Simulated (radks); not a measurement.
The bismuth anion Bi3-, [Rn], held by a Watson sphere: a shell of charge +3 at radius R that stands for the Madelung well of a crystal (potential energy -3/R inside, -3/r outside, in hartree with lengths in bohr). Calculated with a radial shooting solver on a logarithmic mesh with Libxc functionals: scalar-relativistic Kohn-Sham, LDA (Slater exchange, VWN5 correlation), spin-polarised, spherical densities, point nucleus. Response by self-consistent Sternheimer equations with the Hartree and adiabatic LDA kernel, the relativistic mass of each level held fixed and spin-orbit coupling left out. The sphere does not respond.

R (bohr)  e(5d) (eV)  e(6s) (eV)  e(6p) (eV)  <r> 6p (bohr)  sum of <r^2> (bohr^2)  X-ray form factor at sin(theta)/lambda = 0.3 1/angstrom  alpha (bohr^3)
2.76         -27.026     -16.251      -6.733          2.934                  103.0                                                   62.191           60.17
3.06         -26.240     -15.367      -6.276          3.055                  108.4                                                   62.249           71.90
3.21         -25.932     -14.976      -6.046          3.116                  111.2                                                   62.276           78.80
3.99         -24.864     -13.418      -4.927          3.429                  126.4                                                   62.367           127.4
4.38         -24.528     -12.878      -4.444          3.580                  134.4                                                   62.386           161.0
5.16         -24.059     -12.118      -3.639          3.871                  151.3                                                   62.399           252.1
5.25         -24.016     -12.051      -3.559          3.903                  153.3                                                   62.400           265.0
5.58         -23.876     -11.833      -3.286          4.020                  160.9                                                   62.402           317.3
